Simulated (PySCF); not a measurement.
# Electron correlation in S²⁺ (sulfur, charge +2)

[Ne] 3s2 3p2, high-spin 3P determinant. Computed with PySCF 2.14 in def2-TZVP, with no relativity, point nucleus. Frozen: [Ne]; 4 electrons correlated.

MP2 pair energies summed by pair of shells (mhartree):

| pair | energy | share (%) |
| --- | --- | --- |
| 3s-3p | -41.10 | 62.8 |
| 3s-3s | -17.43 | 26.6 |
| 3p-3p | -6.93 | 10.6 |

Total MP2 correlation energy: -65.46 mhartree.

Same-spin part -10.82 and opposite-spin part -54.65 mhartree; SCS-MP2 scales them by 1/3 and 6/5 to -69.18 mhartree.

```tsv
level	correlation energy (mhartree)
CCSD	-87.99
(T)	-2.10
CCSD(T)	-90.09
```

Diagnostics: T1 = 0.0085, D1 = 0.0221, largest double amplitude 0.105.

Cost of the coupled-cluster step: 0.36 s of wall time on 1 thread of Neoverse-V1 (shared host), for 4 correlated electrons.
